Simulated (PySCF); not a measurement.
C6H11N.
Z-matrix (Å and degrees, PBE0-D3(BJ)/def2-SVP geometry), rows numbered from 1:
```
C 
C   1  1.5408
C   2  1.5374  1   88.29
N   3  1.4377  2  117.19  1   139.41
C   4  1.4436  3  116.94  2    93.34
C   4  1.4434  3  116.88  2   163.66
C   3  1.5376  2   88.49  1    19.39
H   1  1.1010  2  111.97  3    93.68
H   1  1.0997  2  117.67  3  -139.93
H   2  1.1006  1  111.49  3   110.08
H   2  1.1004  1  118.88  3  -121.72
H   3  1.1138  2  110.01  1   -91.37
H   5  1.0984  4  117.91  6  -106.31
H   5  1.0952  4  116.29  6   111.63
H   6  1.0984  4  117.92  5   106.35
H   6  1.0952  4  116.30  5  -111.60
H   7  1.1004  1  118.88  2   141.02
H   7  1.1006  1  111.50  2   -90.76
```

The computed photoelectron lines, unassigned: C 1s: 290.21 (area 2), 290.38 (area 1), 291.05 (area 1), 291.20 (area 2) eV; N 1s: 404.66 eV.

Computed with delta-SCF UKS SCAN, pcX-2 on the ionised atom, pcseg-1 elsewhere, spin-free X2C in PySCF. The structure is a single PBE0-D3(BJ)/def2-SVP conformer in the gas phase; no vibrational or solvent corrections.

Task: Order the carbon atoms by C 1s binding energy.

Result: 290.21 eV: C2/C7 (four-membered-ring carbon); 290.38 eV: C1 (four-membered-ring carbon); 291.05 eV: C3 (sp3 carbon bound to nitrogen); 291.20 eV: C5/C6 (sp3 carbon bound to nitrogen). Lowest listed C 1s: C2/C7, bonded to 2 C and 2 H. Highest, 0.99 eV above it: C5/C6, bonded to N, C and 2 H. The widest gap between neighbouring values is 0.67 eV, between 290.38 and 291.05 eV. Summing the Pauling electronegativity differences to the bonded atoms, each weighted by its formal bond order, gives -0.70 for the lowest site and -0.21 for the highest; the largest sum, +0.14, belongs to C3, 0.15 eV below the top.

Bonded neighbours of each site: C1: 2 C and 2 H; C2/C7: 2 C and 2 H; C3: N, 2 C and H; N4: 3 C; C5/C6: N, C and 2 H.

Task: Which photon wavelength matches the C 1s of C1 threshold?

Result: λ = hc/E = 12398.42 eV Å / 290.38 eV = 42.697 Å.

Atoms equivalent by their bonding share one computed value, that of the first of them.

The run took 70 s on one thread, Arm Neoverse V1, no GPU (shared host).
